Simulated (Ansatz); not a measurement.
C3H6BNO can be A, `CB(C)N=C=O`, or B, `BC(=C=N)OC`.

Gas-phase electronic energies from Ansatz, PBE0-D4/def2-TZVP geometries. CBS: MP2 limit from def2 TZ/QZ plus the TZ coupled-cluster correction, frozen cores. DFT in def2-TZVPP. B3LYP here is the variant with VWN-RPA as its local correlation; programs differ in this. Each species was taken in one conformer, which may not be the lowest.

(1) Which isomer does CCSD(T)/CBS put lower? Give the gap. (An estimate is asked.)

(2) Give E(B) − E(A) in kJ/mol with B3LYP, CCSD(T)/def2-SVP, B3LYP-D4, CCSD(T)/def2-TZVPP, BLYP-D4, B2PLYP, ωB97M-V. (Estimate.)

(3) Does the order hold for the free energy at 298.15 K (harmonic terms from PBE0-D4)? (An estimate is asked.)

Largest T1 diagnostic: 0.015.

## Answers

(1) Computed: A, by 393.1 kJ/mol.

(2) The calculation gave: B3LYP 391.9, CCSD(T)/def2-SVP 411.1, B3LYP-D4 389.4, CCSD(T)/def2-TZVPP 393.6, BLYP-D4 378.4, B2PLYP 400.1, ωB97M-V 395.9. None reverses the order clearly.

(3) The calculation gave: Yes: G(B) − G(A) = +395.5 kJ/mol, for one conformer each. Modes under 60 cm⁻¹, often nearly free rotors, make the harmonic entropy too high.

At CCSD(T), def2-SVP lies +18.0 kJ/mol from the extrapolated value and def2-TZVPP +0.6 kJ/mol. From r2SCAN to r2SCAN0 (25 % exact exchange), in def2-TZVPP and without D4, E(B) − E(A) moves by +7.0 kJ/mol.
